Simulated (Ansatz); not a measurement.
Program: Ansatz. Geometries: PBE0-D4/def2-TZVP. ΔE: electronic, gas phase. CCSD(T)/CBS adds triple-zeta CCSD(T) − MP2 to the extrapolated MP2 energy (def2 sets, frozen cores). DFT in def2-TZVPP. For Ge outer-core shells are correlated without core-valence functions, which leaves a few kJ/mol of doubt a bond. Scalar relativity is left out up to krypton. Each species was taken in one conformer, which may not be the lowest.

Reaction (isomerisation): `N[SiH2][O][GeH2][NH2]` → `[NH2][GeH2][SiH](N)O`

Question: Is it downhill or uphill in electronic energy at CCSD(T)/CBS, and by how much? (Best estimate.)

Answer: Computed: Uphill: ΔE = +53.1 kJ/mol.

Question: What do these levels give: PBE-D4, PBE0-D4, r2SCAN, PBE0, HF/def2-TZVPP, MP2/def2-TZVPP, SCS-MP2/def2-TZVPP, CCSD(T)/def2-TZVPP, HF/def2-QZVPP, MP2/def2-QZVPP, HF/CBS(def2), CCSD/CBS(def2)? (Best estimate.)

Answer: The calculation gave: PBE-D4 34.8, PBE0-D4 40.8, r2SCAN 50.0, PBE0 39.7, HF/def2-TZVPP 76.4, MP2/def2-TZVPP 61.7, SCS-MP2/def2-TZVPP 66.7, CCSD(T)/def2-TZVPP 58.5, HF/def2-QZVPP 77.9, MP2/def2-QZVPP 59.1, HF/CBS(def2) 78.1, CCSD/CBS(def2) 54.0 kJ/mol.

Largest T1 diagnostic among the species: 0.011.

In def2-TZVPP, CCSD(T) changes the Hartree–Fock value by −18.0 kJ/mol (the triples alone add −1.0 kJ/mol) and MP2 by −14.7 kJ/mol. From PBE to PBE0 (25 % exact exchange), in def2-TZVPP and without D4, ΔE moves by +6.2 kJ/mol.
